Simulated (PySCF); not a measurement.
First SCF of a structure search on quartet CoF₂, at a hand-made bent geometry. PySCF input:

```python
from pyscf import gto, scf, dft
mol = gto.M(atom='''
Co     0.000000     0.000000     0.000000
F      1.433500     0.000000     1.003800
F     -1.433500     0.000000     1.003800''',
    basis={'Co': 'def2-TZVP', 'F': 'def2-TZVP'},
    charge=0, spin=3)
mf = dft.UKS(mol, xc='PBE0')
mf.grids.atom_grid = (50, 194)
aux = {'Co': 'def2-universal-JKFIT', 'F': 'def2-universal-JKFIT'}
mf = mf.density_fit(auxbasis=aux)
mf.conv_tol = 1e-08
mf.diis_space = 10
mf.max_cycle = 60
mf.init_guess = 'minao'
mf.verbose = 4
mf.kernel()
```

Excerpt of the output (cycles alone):

```
init E= -1581.08903878815
cycle= 1 E= -1565.83184938052  delta_E= 15.3  |g|= 5.66  |ddm|= 4.76
cycle= 2 E= -1510.41612277122  delta_E= 55.4  |g|=   14  |ddm|=   11
cycle= 3 E= -1567.51749514719  delta_E= -57.1  |g|= 8.21  |ddm|= 8.21
cycle= 4 E= -1569.86438395402  delta_E= -2.35  |g|= 7.05  |ddm|=  1.8
cycle= 5 E= -1573.49138770385  delta_E= -3.63  |g|= 6.12  |ddm|= 2.13
cycle= 6 E= -1579.42571622379  delta_E= -5.93  |g|= 3.39  |ddm|=  1.3
cycle= 7 E= -1580.68968245493  delta_E= -1.26  |g|= 2.46  |ddm|= 0.392
cycle= 8 E= -1581.9274274684  delta_E= -1.24  |g|= 0.872  |ddm|= 0.583
cycle= 9 E= -1582.14310309439  delta_E= -0.216  |g|= 0.222  |ddm|= 0.477
cycle= 10 E= -1582.15730226218  delta_E= -0.0142  |g|= 0.115  |ddm|= 0.131
cycle= 11 E= -1582.16086992875  delta_E= -0.00357  |g|= 0.0645  |ddm|= 0.0495
cycle= 12 E= -1582.16220327997  delta_E= -0.00133  |g|= 0.0145  |ddm|= 0.0349
cycle= 13 E= -1582.16231732504  delta_E= -0.000114  |g|= 0.0108  |ddm|= 0.0224
cycle= 14 E= -1582.16234688331  delta_E= -2.96e-05  |g|= 0.000691  |ddm|= 0.00506
cycle= 15 E= -1582.16234747611  delta_E= -5.93e-07  |g|= 0.000171  |ddm|= 0.00123
cycle= 16 E= -1582.16234750167  delta_E= -2.56e-08  |g|= 4.92e-05  |ddm|= 0.000255
cycle= 17 E= -1582.16234750472  delta_E= -3.05e-09  |g|= 1.2e-05  |ddm|= 0.000104
Extra cycle  E= -1582.16234750482  delta_E= -9.91e-11  |g|= 2.11e-05  |ddm|= 2.6e-05
converged SCF energy = -1582.16234750482  <S^2> = 3.7611639  2S+1 = 4.0055781
```

This is not the lowest solution: another start and a stability analysis within the same unrestricted form found one 7.3 kJ/mol lower, at -1582.16515 Eh.

With open d or f shells other occupations or spin states may lie lower.

The search for the lowest solution, 3 starts and the stability check together, took 12 s on 4 threads of a shared Arm Neoverse V1 host, with 107 basis functions; the process peaked at 0.42 GiB. Launch command: `OMP_NUM_THREADS=4 python axn.py task.json out`.
